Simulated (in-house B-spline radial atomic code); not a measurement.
A radial electron density 4πr²n(r) was computed for an atom or ion in its tabulated ground configuration with an all-electron radial atomic-structure program (B-spline basis); method: non-relativistic PBE0, spin-polarised, spherical fractional occupations. Columns: r (bohr), 4πr²n(r) (electrons per bohr), bar.

```
 0.00152    2.323 #
 0.00184    3.294 ##
 0.00224    4.687 ##
 0.00271    6.539 ###
 0.00329    9.085 #####
   0.004    12.49 #######
 0.00485    16.84 #########
 0.00588     22.3 ############
 0.00714    28.93 ###############
 0.00866    36.49 ###################
  0.0105    44.56 ########################
  0.0128    52.61 ############################
  0.0155    59.07 ###############################
  0.0188    63.14 #################################
  0.0228    63.96 ##################################
  0.0276    61.78 #################################
  0.0335    58.15 ###############################
  0.0407    56.07 ##############################
  0.0494    58.58 ###############################
  0.0599    66.48 ###################################
  0.0727    76.72 #########################################
  0.0882    83.02 ############################################
   0.107    80.31 ###########################################
    0.13    69.98 #####################################
   0.158    60.78 ################################
   0.191    60.73 ################################
   0.232    67.26 ####################################
   0.282    67.98 ####################################
   0.342    54.86 #############################
   0.415    34.94 ###################
   0.503    22.57 ############
   0.611    22.11 ############
   0.741    25.17 #############
   0.899    23.04 ############
    1.09    15.78 ########
    1.32    8.205 ####
    1.61    3.128 ##
    1.95   0.9242 
    2.37   0.1901 
    2.87  0.02635 
    3.48 0.002107
```

Task: Which atom or ion is it?
A. Sb5+
B. In5+
C. Sb4+
D. Te5+

Result: A. The area under the curve, ∫4πr²n dr = ∫r·4πr²n d(ln r) on this logarithmic grid, is 46 electrons, which only this option has. The configuration is [Kr] 4d10.
